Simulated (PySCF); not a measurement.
**Correlation energy of Lu³⁺ (lutetium, charge +3)**

[Xe] 4f14, closed-shell 1S. Computed with PySCF 2.14 in x2c-TZVPPall, with the spin-free X2C one-electron Hamiltonian (Gaussian nucleus). Frozen: [Kr] 4d10; 22 electrons correlated.

```
  level  correlation energy (mhartree)
   CCSD                        -642.89
    (T)                         -17.42
CCSD(T)                        -660.31
```

Diagnostics: T1 = 0.0086, D1 = 0.0151, largest double amplitude 0.023.

**Question.** Is a single reference adequate?

**Answer.** Yes, within this model without spin-orbit coupling: T1 lies below 0.03 and no double amplitude reaches 0.07.
